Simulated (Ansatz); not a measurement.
C3H5F3Si (`C=CC[Si](F)(F)F`). Total charge 0; spin multiplicity 1. The geometry is a stationary point of PBE0-D4/def2-TZVP. It is one conformer, not always the lowest.

```xyz
12

C    -1.751    0.889   -0.623
C    -0.455    0.659   -0.776
C     0.526    0.517    0.344
Si    1.073   -1.228    0.571
F     2.223   -1.335    1.648
F    -0.107   -2.155    1.056
F     1.630   -1.837   -0.774
H    -2.195    1.013    0.359
H    -2.412    0.963   -1.477
H    -0.053    0.536   -1.779
H     0.096    0.859    1.291
H     1.424    1.119    0.160
```

What is the dipole moment at ωB97M-V/def2-TZVPP? (Best estimate.)

Computed: 2.16 D, with components (-0.57, 2.07, -0.26) D in this frame, pointing from negative to positive charge.

And with PBE, r2SCAN, B3LYP? (Best estimate.)

The calculation gave: PBE 2.08 D, r2SCAN 2.11 D, B3LYP 2.18 D.

Give the Mulliken charges with ωB97M-V, r2SCAN, B3LYP in def2-TZVPP. (Estimate.)

Computed: 
```json
{"atom": "C1", "ωB97M-V": "-0.20", "r2SCAN": "-0.19", "B3LYP": "-0.21"}
{"atom": "C2", "ωB97M-V": "-0.14", "r2SCAN": "-0.11", "B3LYP": "-0.14"}
{"atom": "C3", "ωB97M-V": "-0.29", "r2SCAN": "-0.16", "B3LYP": "-0.21"}
{"atom": "Si4", "ωB97M-V": "0.95", "r2SCAN": "0.96", "B3LYP": "0.96"}
{"atom": "F5", "ωB97M-V": "-0.29", "r2SCAN": "-0.30", "B3LYP": "-0.30"}
{"atom": "F6", "ωB97M-V": "-0.29", "r2SCAN": "-0.30", "B3LYP": "-0.30"}
{"atom": "F7", "ωB97M-V": "-0.29", "r2SCAN": "-0.30", "B3LYP": "-0.30"}
{"atom": "H8", "ωB97M-V": "0.09", "r2SCAN": "0.07", "B3LYP": "0.09"}
{"atom": "H9", "ωB97M-V": "0.11", "r2SCAN": "0.09", "B3LYP": "0.11"}
{"atom": "H10", "ωB97M-V": "0.13", "r2SCAN": "0.10", "B3LYP": "0.12"}
{"atom": "H11", "ωB97M-V": "0.11", "r2SCAN": "0.07", "B3LYP": "0.09"}
{"atom": "H12", "ωB97M-V": "0.12", "r2SCAN": "0.08", "B3LYP": "0.10"}
```

B3LYP here is the variant with VWN-RPA as its local correlation; programs differ in this.
